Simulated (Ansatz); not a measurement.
Input for Ansatz (an electronic-structure program): R-RI-MP2/cc-pV(Q+d)Z on CH3FSi (SMILES C[Si]F), a point of a torsion scan. Files ending in .json are basis or fitting sets from the Basis Set Exchange.

Ansatz 0.2 input:
```yaml
crystal:
  periodic: [false, false, false]
  atoms:
    - {symbol: C, position_ang: [-0.54450589, -0.02200301, 0.01163773]}
    - {symbol: Si, position_ang: [1.16977073, -0.85914702, -0.09473814]}
    - {symbol: F, position_ang: [1.03349973, -1.72564129, 1.30526843]}
    - {symbol: H, position_ang: [-0.78304990, 0.27747553, 1.03335736]}
    - {symbol: H, position_ang: [-1.32697187, -0.70877788, -0.31423134]}
    - {symbol: H, position_ang: [-0.60825987, 0.86097489, -0.62115728]}
basis:
  gaussian:
    orbitals: cc-pV_Q+d_Z.json
    fitting: {mean_field: def2-universal-JKFIT, correlation: cc-pVQZ-RIFIT.json}
magnetization: {spin_polarized: false}
correlation: {method: mp2, electrons: outside_noble_gas}
scf: {lower_state_search: off}
```

The head of its log:

```
WARN ansatz: RAYON_NUM_THREADS=1 ignored (pool sized by the plan → 1); use --threads N
Functional definition: HF
these checks for a lower state are left out or cut short: stability, starts, cluster_reference, orbital_swaps, neighbouring_geometries, increment
integrals: 0.23 GiB planned
334 factors; integrals over basis functions are off by at most 3.9e0 eV
mean field: 0.40 GiB planned
mean field evaluation 1: about -11645.7996 eV, gradient 3.7e1 eV
mean field evaluation 2: about -11648.0442 eV, gradient 2.3e1 eV
mean field evaluation 4: about -11648.8768 eV, gradient 1.3e0 eV
mean field -11648.88443550 eV, -428.0886071070 hartree, gradient 2.3e-6 eV, S^2 0.000000; 0 other end points of the search recorded, 0 dependent functions left out
7 core orbitals not correlated
587 factors; their error is unknown
reference -11648.88443550 eV, -428.0886071070 hartree; 9, 9 occupied and 248, 248 virtual orbitals, 587 factors
```

Question: Predict the final total energy.

Answer: -428.6628 hartree.
